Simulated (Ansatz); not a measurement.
`[SiH3][N]([SiH3])[GaH2]` + `NB1CS1` → `[GaH2][NH]B1CS1` + `[SiH3]N[SiH3]`  (ligand exchange at a Ga–N bond)

Gas-phase electronic energies from Ansatz, PBE0-D4/def2-TZVP geometries. CCSD(T)/CBS adds triple-zeta CCSD(T) − MP2 to the extrapolated MP2 energy (def2 sets, frozen cores). This one scheme is used for every species. DFT in def2-TZVPP. For Ga outer-core shells are correlated without core-valence functions, which leaves a few kJ/mol of doubt a bond. Scalar relativity is left out up to krypton. One conformer a species, not always the lowest.

Problem. Is it downhill or uphill in electronic energy at CCSD(T)/CBS, and by how much? (Best estimate.)

Solution. Ansatz gave: Uphill: ΔE = +10.7 kJ/mol.

Problem. What do these levels give: revPBE-D4, BHLYP-D4, ωB97X-V, revPBE, BLYP, PBE0, BHLYP, RPA@PBE/def2-TZVPP, HF/def2-SVP, CCSD/def2-SVP, CCSD(T)/def2-SVP, MP2/CBS(def2)? (An estimate is asked.)

Solution. The calculation gave: revPBE-D4 12.5, BHLYP-D4 10.4, ωB97X-V 9.1, revPBE 6.5, BLYP 3.7, PBE0 8.8, BHLYP 3.3, RPA@PBE/def2-TZVPP 9.7, HF/def2-SVP 2.3, CCSD/def2-SVP 11.3, CCSD(T)/def2-SVP 12.7, MP2/CBS(def2) 11.2 kJ/mol.

Largest T1 diagnostic among the species: 0.014.

Leaving LDA and LC-ωPBE aside and taking each functional with its dispersion term where it has one, the values, not all of them listed here, spread over 6.3 kJ/mol, from B2PLYP to PBE-D4. LDA lies +6.2 kJ/mol from PBE without D4. The D4 term adds +6.0 kJ/mol with B3LYP and +3.0 kJ/mol with PBE0; it sums over pairs of atoms, weighted by their polarisabilities, and B3LYP, whose exchange is more repulsive, gets the larger term. In def2-TZVPP, CCSD(T) changes the Hartree–Fock value by +11.5 kJ/mol (the triples alone add +1.8 kJ/mol) and MP2 by +12.0 kJ/mol.

B3LYP here is the variant with VWN-RPA as its local correlation; programs differ in this.
